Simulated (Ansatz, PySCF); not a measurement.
Gas-phase reaction in SMILES: C=[SiH2] -> C=[SiH2] as triplet, charge 0
Each molecule is optimised on its own at B3LYP-D3(BJ)/def2-TZVP (Ansatz, a quantum-chemistry and plane-wave program). Unstable Hartree-Fock reference: C=[SiH2]. A spin state is the lowest found, not a proven ground state.

Property: adiabatic triplet-singlet gap (0 K, with B3LYP-D3(BJ) harmonic zero-point energies from PySCF), in kcal/mol. Correlated levels leave the core frozen unless marked. Open shells are spin-unrestricted. Spin-orbit coupling is left out. No relativistic terms. CBS(X,Y): correlation extrapolated as X^-3; Hartree-Fock from the larger set. The bracket is a focal-point correction in the basis named.

RI-MP2/CBS(aug-cc-pV(T+d)Z,aug-cc-pV(Q+d)Z)+[CCSD(T)-MP2]/aug-cc-pV(T+d)Z (Ansatz) gives 37.5 kcal/mol.

Problem. Another calculation gave 35.4 kcal/mol. Which level was it?
A) r2SCAN0/def2-TZVPD (Ansatz)
B) revPBE/def2-TZVPD (Ansatz)
C) PW6B95/def2-TZVPD (PySCF)
D) TPSSh/def2-TZVPD (PySCF)

Solution. C, PW6B95/def2-TZVPD (PySCF). The others give 32.7 (revPBE), 30.1 (TPSSh), 26.1 (r2SCAN0) kcal/mol.
